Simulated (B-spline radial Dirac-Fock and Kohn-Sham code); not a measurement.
**Tm⁵⁺: non-radiative channels of the L3 vacancy**

System: thulium as Tm⁵⁺, configuration 1s2 2s2 2p6 3s2 3p6 3d10 4s2 4p6 4d10 4f11 5s2 5p5.

Calculated with an atomic code on a B-spline grid, using a relativistic independent-particle model: LDA orbitals of the hole state, radiative multipoles to third order, Auger rates from the Coulomb interaction with a continuum orbital, Dirac-Fock energies. Kinetic energies are configuration averages from the vacuum level; the two-hole energies are estimated from single-hole states.

```csv
transition,kinetic energy (eV),width (meV),share (%)
L3-M1M3,4318.9,98.8,3.0
L3-M2M3,4531.1,169,5.1
L3-M3M3,4739.1,218,6.5
L3-M2M5,4940.5,96.7,2.9
L3-M3M4,5106.4,239,7.2
L3-M3M5,5155.0,345,10.4
L3-M4M4,5471.5,36.3,1.1
L3-M4M5,5514.9,695,20.9
L3-M5M5,5561.1,455,13.7
L3-M3N3,–,80.4,2.4
L3-M3N4,6460.6,44.0,1.3
L3-M3N5,6469.6,61.9,1.9
L3-M5N3,–,56.0,1.7
L3-M4N5,6840.2,93.2,2.8
L3-M5N4,6875.6,113,3.4
L3-M5N5,6885.3,139,4.2
```

A dash stands for an energy that rests on an unreliable hole state.

The listed channels hold 88 % of the non-radiative rate. Summed by principal shells, of 3.33 eV in all: LMM 71.8 %, LMN 24.7 %, LNN 2.1 %, LMO 1.2 %, LNO 0.2 %.
